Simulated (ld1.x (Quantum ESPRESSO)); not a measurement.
**Cutoff test, O, TM**

```
Element                 : O (Z = 8)
Generator               : ld1.x (Quantum ESPRESSO) 7.5
Type                    : norm-conserving Troullier–Martins (Kleinman–Bylander form)
Functional              : PBE
Relativity              : scalar-relativistic
Frozen core             : [He]
Valence charge          : 6
Reference configuration : 2s2 2p4
Partial waves           : 2s (bound): rc 1.00 bohr; 2p (bound): rc 1.25 bohr; 3d channel at 0.4 Ry: rc 1.25 bohr
Local potential         : the d channel
Core correction         : Bessel-smoothed model core inside 0.55 bohr
```

The pseudo-atom Hamiltonian at the reference potential is diagonalised in spherical Bessel functions j_l(qr) that vanish at 20 bohr, with q² up to the cutoff. All-electron valence levels (Ry): 2s -1.7611, 2p -0.6637.

How do the lowest levels (Ry) of each channel move with the cutoff, and are there ghosts?

```json
{"cutoff (Ry)": "8", "s #1": "-1.6426", "s #2": "-0.0095", "p #1": "-0.0614", "p #2": "0.0539", "d #1": "0.0792", "f #1": "0.1206", "f #2": "0.2624", "Σ f·Δε (mRy)": "2648.7"}
{"cutoff (Ry)": "21", "s #1": "-1.6757", "s #2": "-0.0106", "p #1": "-0.3094", "p #2": "0.0437", "d #1": "0.0792", "f #1": "0.1206", "f #2": "0.2624", "Σ f·Δε (mRy)": "1590.8"}
{"cutoff (Ry)": "40", "s #1": "-1.7378", "s #2": "-0.0119", "p #1": "-0.5602", "p #2": "0.0404", "d #1": "0.0792", "f #1": "0.1206", "f #2": "0.2624", "Σ f·Δε (mRy)": "463.6"}
{"cutoff (Ry)": "70", "s #1": "-1.7586", "s #2": "-0.0123", "p #1": "-0.6598", "p #2": "0.0395", "d #1": "0.0792", "f #1": "0.1206", "f #2": "0.2624", "Σ f·Δε (mRy)": "23.1"}
{"cutoff (Ry)": "110", "s #1": "-1.7598", "s #2": "-0.0124", "p #1": "-0.6638", "p #2": "0.0395", "d #1": "0.0792", "f #1": "0.1206", "f #2": "0.2624", "Σ f·Δε (mRy)": "4.9"}
{"cutoff (Ry)": "200", "s #1": "-1.7615", "s #2": "-0.0124", "p #1": "-0.6641", "p #2": "0.0395", "d #1": "0.0792", "f #1": "0.1206", "f #2": "0.2624", "Σ f·Δε (mRy)": "0.2"}
{"cutoff (Ry)": "400", "s #1": "-1.7616", "s #2": "-0.0124", "p #1": "-0.6641", "p #2": "0.0395", "d #1": "0.0792", "f #1": "0.1206", "f #2": "0.2624", "Σ f·Δε (mRy)": "0.0"}
```

Result: no extra level below or beside the all-electron valence levels (s, p, d, f tested); 10 mRy is reached at 80 Ry and 1 mRy at 160 Ry.

Its largest configuration-test error is +1441 meV.
